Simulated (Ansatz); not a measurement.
Gas-phase electronic energies from Ansatz, PBE0-D4/def2-TZVP geometries. CCSD(T)/CBS is the MP2 limit (def2-TZVPP, def2-QZVPP) plus CCSD(T) − MP2 in def2-TZVPP, frozen cores. Functionals use def2-TZVPP. HSE06 is defined as in plane-wave codes. One conformer a species, not always the lowest.

`C=C[SiH](C)F` → `C[C@@H]1C[Si@@H]1F`  (isomerisation)

`C=C[SiH](C)F`:

```xyz
12

C     1.412    1.343   -1.092
C     0.181    1.013   -0.708
Si   -0.268   -0.726   -0.260
C    -0.941   -0.869    1.464
F    -1.403   -1.255   -1.267
H     2.197    0.598   -1.185
H     1.694    2.365   -1.332
H    -0.566    1.804   -0.637
H     0.933   -1.580   -0.456
H    -1.230   -1.899    1.685
H    -0.187   -0.562    2.193
H    -1.820   -0.233    1.595
```

`C[C@@H]1C[Si@@H]1F`:

Z-matrix (Å, degrees):
```
C
C 1 1.509
H 1 1.095 2 111.2
H 1 1.092 2 111.2 3 -120.4
H 1 1.093 2 111.5 3 119.9
C 2 1.577 1 117.1 3 -70.6
Si 2 1.828 1 124.2 3 -146.4
H 2 1.089 1 113.4 3 63.1
H 6 1.086 2 117.0 1 127.9
H 6 1.088 2 113.8 1 -5.9
F 7 1.598 2 119.2 1 1.6
H 7 1.475 2 124.2 1 -144.9
```

Question: Is it downhill or uphill in electronic energy at CCSD(T)/CBS, and by how much? (An estimate is asked.)

Answer: Ansatz gave: Uphill: ΔE = +100.5 kJ/mol.

Question: What do these levels give: HSE06-D4, ωB97M-V, r2SCAN0, RPA@PBE/def2-TZVPP, CCSD(T)/def2-TZVPP, MP2/CBS(def2)? (An estimate is asked.)

Answer: Ansatz gave: HSE06-D4 81.8, ωB97M-V 94.5, r2SCAN0 87.3, RPA@PBE/def2-TZVPP 99.5, CCSD(T)/def2-TZVPP 100.6, MP2/CBS(def2) 91.5 kJ/mol.

Largest T1 diagnostic among the species: 0.011.

Leaving LDA and LC-ωPBE aside and taking each functional with its dispersion term where it has one, the values, not all of them listed here, spread over 25.8 kJ/mol, from PBE0-D4 to BLYP-D4. LDA lies −21.3 kJ/mol from PBE without D4. In def2-TZVPP, CCSD(T) changes the Hartree–Fock value by −26.6 kJ/mol (the triples alone add −1.4 kJ/mol) and MP2 by −35.7 kJ/mol.
